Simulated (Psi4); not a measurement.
## Nuclear repulsion and electron count by hand

System: H3P, charge +1, doublet, at a GFN2-xTB geometry (a state made from the parent by changing its charge; the spin is typed, not shown lowest). Level: HF/3-21G (Psi4). Sums are taken with unrounded values, so a last digit can differ.

Coordinates (Å):

```
atom         x         y         z
----  --------  --------  --------
P1    -0.00022   0.00135   0.05738
H2    -0.01584   1.33647  -0.31850
H3     1.17315  -0.66356  -0.26696
H4    -1.15398  -0.69312  -0.27527
```

Q: Work out the nuclear repulsion energy and the numbers of alpha and beta electrons.

A: In atomic units each pair adds Z_i Z_j / r_ij, with r in bohr (1 bohr = 0.529177 Å).
| pair | r (Å) | r (bohr) | Z_i Z_j | term (Eh) |
|---|---|---|---|---|
| P1-H2 | 1.3871 | 2.6213 | 15 | 5.7224 |
| P1-H3 | 1.3871 | 2.6213 | 15 | 5.7224 |
| P1-H4 | 1.3871 | 2.6213 | 15 | 5.7224 |
| H2-H3 | 2.3273 | 4.3980 | 1 | 0.2274 |
| H2-H4 | 2.3273 | 4.3980 | 1 | 0.2274 |
| H3-H4 | 2.3273 | 4.3980 | 1 | 0.2274 |
The sum is 17.8494 Eh; Psi4 gives 17.8494 Eh. The atomic numbers add up to 18, so at charge +1 there are 17 electrons; multiplicity 2 means 1 unpaired, so 9 alpha and 8 beta.
